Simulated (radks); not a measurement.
Task: The mean radii <r> (bohr) of the occupied orbitals of an atom or ion are listed with their occupations. Calculated with a radial shooting solver on a logarithmic mesh with Libxc functionals: non-relativistic Kohn-Sham, exchange-only LDA, spin-polarised, spherical densities, point nucleus.

| orbital | occ. | <r> |
|---|---|---|
| 1s up | 1 | 0.2014 |
| 1s down | 1 | 0.2003 |
| 2s up | 1 | 1.082 |
| 2s down | 1 | 1.132 |
| 2p up | 3 | 1.089 |

Name the element and its charge. Open shells, if any, are filled with parallel spins first.

Result: Z = 8, oxygen, charge +1: O+ in [He] 2s2 2p3. The 1s radius gives Z: for a bare nucleus <r> = 1.5/Z, 0.1875 bohr for Z = 8, and screening makes it slightly larger (0.2014 here). The occupations add up to 7, and the charge is Z minus that.
